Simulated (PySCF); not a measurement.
Molecule: SMILES C[O+](C)[AlH2-][F], C$_{2}$H$_{8}$AlFO.

Atoms are numbered as in `[CH3:1][O+:2]([CH3:3])[AlH2-:4][F:5]`; H(Xn) means a hydrogen on atom n.

Geometry PBE0-D3(BJ)/def2-SVP throughout; GIAO in PySCF, gas phase, one conformer, non-relativistic; equivalent atoms averaged; functional PBE0.

**Question.** How do the absolute shieldings σ depend on the basis set? (ppm; last column core-seconds on 1 thread of an Arm Neoverse V1, shared host)

**Answer.** 
```csv
basis set,functions,C1/C3,O2,Al4,F5,H(Al4),H(C1)/H(C3),core-s
pcSseg-0,65,132.0,367.4,426.1,390.9,27.86,29.00,4.7
cc-pVDZ,114,140.4,336.9,493.1,364.4,27.23,27.78,9.3
aug-cc-pVDZ,191,139.4,337.7,494.4,372.9,27.10,27.69,19
IGLO-III,264,123.7,328.1,446.2,360.1,27.24,27.71,28
cc-pVTZ,266,129.0,330.0,444.7,358.8,27.27,27.66,30
```

**Question.** Which nucleus moves most, in ppm?

**Answer.** Al4 (aluminium bonded to F, O, 2 H): from 426.1 ppm with pcSseg-0 to 494.4 ppm with aug-cc-pVDZ. The smallest spread is 0.75 ppm, at H(Al4). Proton shifts span only some 12 ppm, so a few tenths of a ppm matter as much there as several ppm in carbon.

**Question.** Taking the largest basis, cc-pVTZ (266 functions), as the yardstick, rank the others by their worst heavy-atom deviation.

**Answer.** IGLO-III 5.3 ppm (264 functions), pcSseg-0 37.3 ppm (65 functions), cc-pVDZ 48.4 ppm (114 functions), aug-cc-pVDZ 49.7 ppm (191 functions).

A small basis that lands close on one nucleus may do so by chance; judge by the trend and by all nuclei.
